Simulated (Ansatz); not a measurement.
CH6GaNO2, SMILES C[O][Ga]([NH2])[OH]. Atoms are numbered in the order given.

```xyz
11

Ga     0.2159     0.0344     0.3172
O      1.4550    -0.3845     1.5182
H      1.4738     0.2019     2.2800
O      0.1875    -1.0110    -1.1204
C     -0.7051    -0.8308    -2.1757
H     -0.6215     0.1660    -2.6531
H     -0.4961    -1.5807    -2.9577
H     -1.7644    -0.9634    -1.8768
N     -0.9190     1.4333     0.4673
H     -1.0201     1.9928     1.3037
H     -1.6797     1.5857    -0.1823
```
Charge 0, spin multiplicity 1.

Coordinates come from a PBE0-D3(BJ)/def2-SVP optimisation. The structure was generated by enumeration; whether it is a known compound was not checked. The values are those of a single conformer.

Two levels are set side by side: PBE-D3(BJ)/def2-SVP (Ansatz, a first-principles code) and PBE0-D3(BJ)/def2-SVP (Ansatz). Each level has its own optimised geometry; the coordinates shown are those of the second. Differences are taken from unrounded values.

| quantity | PBE0-D3(BJ) | PBE-D3(BJ) | PBE-D3(BJ) minus PBE0-D3(BJ) |
|---|---|---|---|
| mean bond length (Å) | 1.306 | 1.321 | 0.015 |
| bond Ga1–O2 (Å) | 1.776 | 1.797 | 0.021 |
| bond Ga1–O4 (Å) | 1.778 | 1.800 | 0.022 |
| bond Ga1–N9 (Å) | 1.808 | 1.836 | 0.029 |
| bond O4–C5 (Å) | 1.394 | 1.409 | 0.015 |
| bond O2–H3 (Å) | 0.962 | 0.974 | 0.013 |
| bond C5–H6 (Å) | 1.108 | 1.117 | 0.009 |
| bond C5–H7 (Å) | 1.103 | 1.112 | 0.009 |
| bond C5–H8 (Å) | 1.109 | 1.118 | 0.010 |
| bond N9–H10 (Å) | 1.011 | 1.023 | 0.012 |
| bond N9–H11 (Å) | 1.012 | 1.024 | 0.012 |

GGA bonds tend to be longer and softer than those of functionals with exact exchange. Differences between two approximate levels are no errors against the true value.
